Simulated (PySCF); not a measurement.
Species: C5H6NSi (doublet state).
Geometry (GFN2-xTB, Å), atoms numbered from 1 in this order:
```
atom  x, y, z in Å
N1    -2.437    2.375   -0.719
C2    -1.779    1.595   -0.196
Si3   -0.734    0.302    0.641
C4    -0.692   -1.318   -0.463
C5     0.724   -1.393   -0.759
C6     1.632   -0.541   -0.388
C7     1.136    0.646    0.446
H8    -1.234    0.092    1.999
H9    -1.295   -1.225   -1.367
H10   -1.045   -2.190    0.086
H11    2.683   -0.600   -0.615
H12    1.674    0.679    1.395
H13    1.362    1.579   -0.076
```

The hyperfine couplings belong to this conformer and change with its torsions.

Identity: `N#C[Si@H]1C[C]=CC1` [radical].

Method: UKS B3LYP, pcH-1 on C H N Si, non-relativistic, mean-field spin-orbit, GIAO in PySCF 2.14.0. Geometry: GFN2-xTB; no solvent, vibrations or thermal averaging. Couplings are sensitive to structure, and on GFN2-xTB geometries they can be far from those on DFT ones. Stability of the SCF solution: not tested.

**Question.** The isotropic 13C couplings are +349.7, +62.5, +34.6, +28.3, +3.2 MHz. Assign them to C2; C4; C5; C6; C7.

**Answer.** 
```csv
site,a_iso (MHz),ρ(0) (bohr⁻³),position,distance from C5 (Å),spin population,largest |T| (MHz)
C2,+3.2,+0.0028,3 bonds from C5,3.94,-0.01,1.8
C4,+28.3,+0.0252,1 bond from C5,1.45,-0.03,11.5
C5,+349.7,+0.3112,largest spin population,0.00,+0.93,132.2
C6,+34.6,+0.0308,1 bond from C5,1.30,-0.12,18.7
C7,+62.5,+0.0556,2 bonds from C5,2.40,+0.07,12.2
```

ρ(0) is the spin density at the nucleus and T the dipolar tensor; a_iso includes a spin–orbit part. The Mulliken spin populations are largest on C5 (+0.93), C6 (-0.12), Si3 (+0.11) and C7 (+0.07). C5 is the only atom above +0.15. The positive populations add up to 1.17 and the negative ones to -0.17, together 2S = 1.

The spin density at the nucleus, in bohr⁻³, is negative for H13 (-0.0020) and H12 (-0.0019), for instance. A restricted open-shell determinant has no negative spin density anywhere; here it arises because α and β orbitals differ (spin polarisation).

On one thread, Arm Neoverse V1 (aarch64), shared host, this took 81 s wall (grids of density and orbitals included) and 0.87 GiB of memory at its peak.
